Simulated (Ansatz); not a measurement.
Ansatz (an electronic-structure program) input (CCSD(T)/aug-cc-pVDZ):

Ansatz 0.2 input:
```yaml
crystal:
  periodic: [false, false, false]
  atoms:
    - {symbol: B, position_ang: [0.00008518, 0.00000407, -0.00000466]}
    - {symbol: N, position_ang: [1.42499878, 0.06802877, -0.07800717]}
    - {symbol: N, position_ang: [-0.64316215, -1.24955519, 0.25794948]}
    - {symbol: N, position_ang: [-0.78318476, 1.18146206, -0.17986851]}
    - {symbol: H, position_ang: [1.93043893, 0.92979392, -0.16860263]}
    - {symbol: H, position_ang: [2.01684917, -0.74135226, -0.04747951]}
    - {symbol: H, position_ang: [-0.14120880, -2.09879017, 0.44015911]}
    - {symbol: H, position_ang: [-1.63703224, -1.37604437, 0.20649762]}
    - {symbol: H, position_ang: [-0.38700289, 2.07357360, -0.41124379]}
    - {symbol: H, position_ang: [-1.77303319, 1.21324946, -0.01982408]}
basis:
  gaussian:
    orbitals: aug-cc-pVDZ
magnetization: {spin_polarized: false}
correlation: {method: ccsd_t, electrons: outside_noble_gas}
output: {forces: true}
```

End of the output:

```
mean field -5216.11345418 eV, -191.6886338324 hartree, gradient 2.4e-6 eV, S^2 0.000000; 0 other end points of the search recorded, 0 dependent functions left out
4 core orbitals not correlated
reference -5216.11345418 eV, -191.6886338324 hartree; 12, 12 occupied and 130, 130 virtual orbitals, 1418 factors
densities: 2.28 GiB planned
second order -17.14456038 eV of doubles, -0.00000000 eV of singles
coupled cluster: 1.18 GiB planned
cycle   1  -17.61959851 eV  change   -4.8e-1 eV  update   8.3e-2
cycle   2  -17.98460004 eV  change   -3.7e-1 eV  update   2.3e-2
cycle   3  -18.06988523 eV  change   -8.5e-2 eV  update   1.1e-2
cycle   4  -18.06494610 eV  change    4.9e-3 eV  update   2.5e-3
cycle   5  -18.06461108 eV  change    3.4e-4 eV  update   8.7e-4
cycle   6  -18.06471937 eV  change   -1.1e-4 eV  update   2.6e-4
cycle   7  -18.06459179 eV  change    1.3e-4 eV  update   8.6e-5
cycle   8  -18.06454413 eV  change    4.8e-5 eV  update   2.7e-5
cycle   9  -18.06453574 eV  change    8.4e-6 eV  update   1.0e-5
cycle  10  -18.06453251 eV  change    3.2e-6 eV  update   3.5e-6
perturbative correction -0.56674370 eV, -0.0208274470 hartree
the calculation of the forces begins
Total energy: -5234.74473039 eV, -192.3733206045 hartree
Atom 0 at     0.000085     0.000004    -0.000005 Å, force     0.001973     0.000094    -0.000108 eV/Å
Atom 1 at     1.424999     0.068029    -0.078007 Å, force     0.139916     0.006680    -0.007659 eV/Å
Atom 2 at    -0.643162    -1.249555     0.257949 Å, force    -0.065324    -0.116158     0.051595 eV/Å
Atom 3 at    -0.783185     1.181462    -0.179869 Å, force    -0.081290     0.109158    -0.043570 eV/Å
Atom 4 at     1.930439     0.929794    -0.168603 Å, force     0.190054     0.337296    -0.037604 eV/Å
Atom 5 at     2.016849    -0.741352    -0.047480 Å, force     0.224191    -0.317521     0.014927 eV/Å
Atom 6 at    -0.141209    -2.098790     0.440159 Å, force     0.200456    -0.326470     0.067710 eV/Å
Atom 7 at    -1.637032    -1.376044     0.206498 Å, force    -0.386041    -0.041936    -0.018954 eV/Å
Atom 8 at    -0.387003     2.073574    -0.411244 Å, force     0.159971     0.343676    -0.087441 eV/Å
Atom 9 at    -1.773033     1.213249    -0.019824 Å, force    -0.383907     0.005179     0.061103 eV/Å
Dipole moment:     0.004329     0.000207    -0.000237 e Å
```
